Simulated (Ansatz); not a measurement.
OS (SMILES O=S): geometry of the low-spin state from B3LYP-D3(BJ)/def2-TZVP.
(charge 0, multiplicity 1):
```xyz
2

O      0.0000     0.0000    -0.9930
S      0.0000     0.0000     0.4965
```
The high-spin state stands at its own minimum; R- takes a restricted low-spin state.

Run with Ansatz (Gaussian basis) for Hartree–Fock, density functionals and correlated methods. 

The gap E(multiplicity 1) − E(multiplicity 3) (kcal/mol) and the share of exact exchange:

| functional | exact exchange (%) | value |
|---|---|---|
| R-PBE/def2-TZVPP | 0 | 28.73 |
| R-PBE0/def2-TZVPP | 25 | 31.19 |
| R-B3LYP/def2-TZVPP | 20 | 28.71 |
| R-BHLYP/def2-TZVPP | 50 | 31.89 |
| R-r2SCAN/def2-TZVPP | 0 | 34.65 |

Task: Take the value as linear in the share of exact exchange along PBE and PBE0. Give the slope, say whether the sign turns, and set the other functionals against that line.

Result: 
Slope: (31.19 − (28.73))/2.5 = 0.98 kcal/mol for each 10 %. The line keeps its sign from 0 to 100 %. At 50 % it gives 33.6 kcal/mol. From B3LYP to BHLYP the slope is (31.89 − (28.71))/3 = 1.06 for each 10 %. BHLYP, at 50 %, lies -1.8 from the PBE line. B3LYP, at 20 %, lies -2.0 from the PBE line. r2SCAN, with none, stands 5.9 from PBE.

Doubts at one or more of the structures used: a restricted determinant that unrestricted orbitals would lower (R-PBE/def2-TZVPP, R-PBE0/def2-TZVPP, R-B3LYP/def2-TZVPP, R-BHLYP/def2-TZVPP, R-r2SCAN/def2-TZVPP).

Ansatz is a program for electronic structure.
